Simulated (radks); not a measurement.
Sm55+, configuration [He] 2s2 2p3.

All-electron calculation, Dirac Kohn-Sham, PBE, spin-unpolarised, spherical densities, point nucleus; open shells are shared between the two j in proportion to 2j + 1. Program: a radial shooting solver on a logarithmic mesh with Libxc functionals.

Energy parts (hartree):
| part | energy |
|---|---|
| total | -6296.0290 |
| kinetic | 7006.2215 |
| electron-nucleus | -13582.8467 |
| Hartree | 361.3802 |
| exchange-correlation | -80.7840 |

Orbitals (lengths in bohr, moments of r in powers of bohr):
| orbital | occ. | eigenvalue (hartree) | <r^4> | small-component weight |
|---|---|---|---|---|
| 1s1/2 | 2 | -1903.004 | 1.298e-06 | 5.33e-02 |
| 2s1/2 | 2 | -445.5885 | 0.0001784 | 1.25e-02 |
| 2p1/2 | 1 | -436.3019 | 0.0001069 | 1.25e-02 |
| 2p3/2 | 2 | -412.0509 | 0.0001355 | 1.17e-02 |
| 3s1/2 | 0 | -188.5069 | 0.004353 | 5.21e-03 |
| 3p1/2 | 0 | -185.4050 | 0.003573 | 5.16e-03 |
| 3p3/2 | 0 | -178.5723 | 0.004160 | 4.96e-03 |

The highest occupied level is 2p3/2 at -11212.5 eV. The density falls to 0.001 e/bohr^3 at r = 0.36 bohr. Summed over all electrons, <r^2> = 0.04613 bohr^2, which gives a Langevin (diamagnetic) susceptibility term of -0.0365 x 10^-6 cm^3/mol. For comparison, the ionisation energy in NIST's Atomic Spectra Database is 11337 eV (theoretical). In exact Kohn-Sham theory the highest level is minus the ionisation energy, but local and semilocal functionals leave it too shallow, through self-interaction and a potential that decays too fast; potentials with the right tail come closer.

Beside tabulated values, note that spin-unpolarised runs miss the spin-polarisation part of the exchange energy of open shells.
